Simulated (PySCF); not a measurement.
C₅H₅I, SMILES IC1C=CCC=1. Heavy atoms are numbered as in [I:1][C:2]1=[CH:3][CH2:4][CH:5]=[CH:6]1. Hydrogens are named by the atom that carries them.

The structure is a stationary point at PBE0-D3(BJ)/def2-SVP. The def2 effective core potentials stand for the cores of I; spin–orbit coupling is left out. One conformer was computed; it need not be the lowest.

Calculation: HF/def2-TZVP (PySCF).

ESP charges are fitted to the potential on shells at 1.4 to 2.0 van der Waals radii. Atomic charges (e), one atom of each kind:

```json
[
 {"atom": "I1", "ESP fit": "-0.07", "Mulliken": "-0.03"},
 {"atom": "C2", "ESP fit": "-0.05", "Mulliken": "?"},
 {"atom": "C3 (CH)", "ESP fit": "-0.14", "Mulliken": "?"},
 {"atom": "C4 (CH2)", "ESP fit": "0.04", "Mulliken": "0.01"},
 {"atom": "C5 (CH)", "ESP fit": "-0.19", "Mulliken": "?"},
 {"atom": "C6 (CH)", "ESP fit": "-0.18", "Mulliken": "?"},
 {"atom": "H on C3", "ESP fit": "0.13", "Mulliken": "0.15"},
 {"atom": "H on C4", "ESP fit": "0.07", "Mulliken": "0.11"},
 {"atom": "H on C5", "ESP fit": "0.14", "Mulliken": "0.14"},
 {"atom": "H on C6", "ESP fit": "0.18", "Mulliken": "?"}
]
```

Task: What belongs in the gaps? (An estimate is asked for; the answer gives what the named calculation found.)

Result: 
- C2, Mulliken: 0.04
- C3 (CH), Mulliken: -0.27
- C5 (CH), Mulliken: -0.21
- C6 (CH), Mulliken: -0.21
- H on C6, Mulliken: 0.15

Computed Mayer and Wiberg (Löwdin basis) orders of the bonds:
```
bond   Mayer  Wiberg
-----  -----  ------
I1–C2   1.07    1.44
C2–C3   1.84    1.89
C3–C4   1.00    1.19
C4–C5   1.03    1.19
C2–C6   1.02    1.24
C5–C6   1.91    1.93
```
